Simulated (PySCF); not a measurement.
All numbers come from PySCF, PBE0, basis Bi def2-TZVPD with ECP60, H def2-TZVPD (scalar-relativistic core potentials, no spin–orbit coupling, density fitting). Open shells, if any, are unrestricted.

What shape and geometry does isolated singlet BiH₄⁻ take (every ligand bound to Bi)?

Counting electrons, bismuth keeps 2 of its valence electrons outside its bonds, so the VSEPR class is AX4E1 and the expected shape is see-saw (C2v), as computed. The lowest minimum found is a singlet of C2v symmetry with Bi–H 1.791 Å (×2), Bi–H 2.127 Å (×2); H–Bi–H 84.8° (×4), H–Bi–H 94.2°, H–Bi–H 164.6°. Its harmonic wavenumbers are 496 (a1), 519 (b1), 706 (b2), 721 (a1), 740 (a2), 774 (b2), 1170 (a1), 1770 (a1), 1788 (b1) cm⁻¹ and its dipole moment is 2.47 D about the centre of mass.

This need not be the most stable arrangement of these atoms. The lowest empty level of this anion is unbound, so it and the gap depend on the basis. No spin–orbit coupling is included, which matters more the heavier the element.
